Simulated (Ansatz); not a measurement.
Basis-set extrapolation for CH4ClFSi2 (`F[Si]1(Cl)C[SiH2]1`) (PBE0-D4/def2-TZVP geometry, frozen core, the Gaussian-basis code of Ansatz). Multiplicity 1, RHF reference.

|  | def2-TZVPP | def2-QZVPP |
| --- | --- | --- |
| HF | -1177.170655 | -1177.207860 |
| MP2 correlation | -0.840114 | -0.913410 |
| CCSD(T) correlation | -0.923217 | not run |

Energies in hartree. Use E(X) = E(∞) + A·exp(−7.88·√X) for Hartree–Fock and E(X) = E(∞) + B·X^(−2.97) for correlation, with X = 3 and 4, and add CCSD(T) minus MP2 of the smaller set to the MP2 limit.

**Question.** What is the CCSD(T) energy at the basis-set limit?

**Answer.** HF limit: -1177.207860 + (-0.037205) × 0.13774 = -1177.21298. MP2 limit: -0.913410 + (-0.073296) × 0.74074 = -0.96770. Higher-order term: -0.923217 − (-0.840114) = -0.08310. Total: -1178.26378 hartree, 446.1 kJ/mol below CCSD(T)/def2-TZVPP.
